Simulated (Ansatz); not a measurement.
The same atomization along the group Al, Ga, In.

Computed with Ansatz on PBE0-D4/def2-TZVP structures; ΔE is electronic, products minus reactants. CBS: MP2 limit from def2 TZ/QZ plus the TZ coupled-cluster correction, frozen cores. This one scheme is used for every species, atoms too. Open shells (•) are unrestricted, without spin–orbit coupling. Spin–orbit coupling would lower the free atoms: a little for Al, Cl, F, O; clearly for Ga; strongly for In. Elements past krypton have def2 core potentials. For Ga, In outer-core shells are correlated without core-valence functions, so the limit isn't a true one: a few kJ/mol of doubt a bond, and 10 to 20 or more in all where bonds break to atoms. Scalar relativity is left out up to krypton.

Q: Order these by ΔE at CCSD(T)/CBS, lowest first. (Estimate.)
A. `[O][Al]([F])[Cl]`• → Cl• + F• + Al• + O•
B. `[O][Ga]([F])[Cl]`• → Cl• + F• + Ga• + O•
C. `[O][In]([F])[Cl]`• → Cl• + F• + In• + O•

A: C (+10.37 eV), B (+11.90 eV), A (+14.76 eV).

Largest T1 diagnostic: 0.018, for Al•.

For atomizations the MP2-based limit and the directly extrapolated one differ by several kJ/mol either way, and by 10 to 25 for some Ge, Se and Sn compounds, so smaller differences from it don't rank the levels.
